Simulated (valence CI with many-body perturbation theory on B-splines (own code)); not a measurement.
# Hyperfine factors and g values of I21+

Computed by relativistic CI+MBPT: four valence electrons over a frozen Dirac-Fock core [Ar] 3d10, radial functions for each j: 11 s, 11 p, 9 d, 7 f, 5 g, 2 h, 1 i, with the one-electron correlation potential Σ1, the two-electron term Σ2, the three-electron term Σ3, Breit, model QED; selected CI, second order for the rest (own B-spline code, finite nucleus).

No measured levels were compared; by estimate levels hold to about 250 cm⁻¹ or 0.2 % of their energy and the worst to 1 %, as in measured heavy ions of charge 2 to 7; those with d or f electrons hold less well.

A/g_I is the dipole constant over the nuclear g factor μ/I (μ in nuclear magnetons, uniformly magnetised nucleus), B/Q the quadrupole constant per barn. Both hold the static response of the core; the bare values leave it out. Large factors of s and p1/2 electrons are usually good to 5 to 10 %; those of open d and f shells near neutrality can be off by tens of per cent, and small factors of p3/2, d and f electrons come from cancelling terms and can be off by a factor of two or in sign, in half-filled shells by more. B is blank for J = 1/2, where it vanishes, and for nearly pure S terms. Energies count from the lowest level. Levels with J = 0 are left out.

Levels are named by their leading jj configuration (3d3/2^4 stands for four electrons in 3d with j = 3/2), which in mixed levels can hold well under half, so a name can repeat and another be missing. Letters in brackets count levels of one name in rising energy.

```tsv
Level	E (cm⁻¹)	g	A/g_I (MHz)	A/g_I bare	B/Q (MHz/b)	B/Q bare
(4s^2 4p1/2 4p3/2) J=1	100510	1.500	-4310	-4280	12800	12200
(4s^2 4p1/2 4p3/2) J=2	119510	1.228	30700	29200	14900	14100
(4s^2 4p3/2^2) J=2	234750	1.269	14600	13900	10700	10100
(4s 4p1/2^2 4p3/2) J=2	473990	1.798	76300	72700	10800	10200
(4s 4p1/2^2 4p3/2) J=1	544770	0.856	-43000	-40900	22100	21000
(4s 4p1/2 4p3/2^2) J=2 [a]	579730	1.399	55200	52600	24300	23000
(4s 4p1/2 4p3/2^2) J=3	611110	1.332	68300	65100	-1730	-1610
(4s 4p1/2 4p3/2^2) J=1 [a]	665080	1.284	66700	63600	-23700	-22500
(4s 4p1/2 4p3/2^2) J=2 [b]	670590	1.164	11400	10900	-20100	-19000
(4s 4p1/2 4p3/2^2) J=1 [b]	713530	1.523	20900	19900	3340	3160
(4s 4p3/2^3) J=2	755260	1.183	60900	58100	-14200	-13500
(4s^2 4p1/2 4d3/2) J=2	781380	0.827	30600	29300	8040	7600
(4s^2 4p1/2 4d5/2) J=3	820790	1.100	15900	15300	11100	10500
(4s 4p3/2^3) J=1	837510	1.261	-31900	-30400	-676	-621
(4s^2 4p1/2 4d5/2) J=2	843450	1.279	-3410	-3070	3700	3510
(4s^2 4p1/2 4d3/2) J=1	851460	0.888	-22800	-21600	1410	1350
(4s^2 4p3/2 4d5/2) J=4	909150	1.249	6650	6400	31000	29400
(4s^2 4p3/2 4d3/2) J=2	931330	1.037	6230	5930	-3480	-3310
(4s^2 4p3/2 4d3/2) J=3	948730	1.242	10900	10400	2680	2570
(4s^2 4p3/2 4d3/2) J=1	951350	1.214	6070	5940	-12500	-11800
(4s^2 4p3/2 4d5/2) J=2	966280	1.303	12200	11800	-17300	-16400
(4s^2 4p3/2 4d5/2) J=3	1011500	1.071	8400	8080	19300	18300
(4s^2 4p3/2 4d5/2) J=1	1027400	0.966	-3810	-3380	3880	3680
(4p1/2^2 4p3/2^2) J=2	1064500	1.354	16200	15600	635	606
(4s 4p1/2^2 4d3/2) J=1	1133700	0.280	-52800	-50100	1520	1440
(4s 4p1/2^2 4d3/2) J=2	1147200	1.151	30300	29000	6770	6410
(4p1/2 4p3/2^3) J=1	1173700	1.427	513	680	-10100	-9550
(4s 4p1/2^2 4d5/2) J=3	1174500	1.364	37500	35900	10600	10000
(4p1/2 4p3/2^3) J=2	1185000	1.137	32800	31300	-27400	-26000
(4s 4p1/2 4p3/2 4d3/2) J=2 [a]	1223600	1.154	19900	19000	-12300	-11700
(4s 4p1/2 4p3/2 4d3/2) J=1 [a]	1224000	1.346	34600	33100	-14300	-13600
(4s 4p1/2 4p3/2 4d3/2) J=3 [a]	1228800	1.262	42200	40300	-10800	-10200
(4s 4p1/2 4p3/2 4d5/2) J=4 [a]	1231500	1.366	31700	30400	19200	18100
(4s 4p1/2^2 4d5/2) J=2	1239700	0.965	2050	2120	-1260	-1160
```

Problem. Take the isotope of mass number 127, with I = 5/2, μ = 2.8087 μN and Q = -0.688 b. What is the hyperfine structure of (4s^2 4p1/2 4p3/2) J=2?

Solution. From the table A = 34500 MHz, B = -10200 MHz. Shifts from the centre of gravity in MHz: F = 1/2: -249000, F = 3/2: -192000, F = 5/2: -101000, F = 7/2: 21600, F = 9/2: 170000.
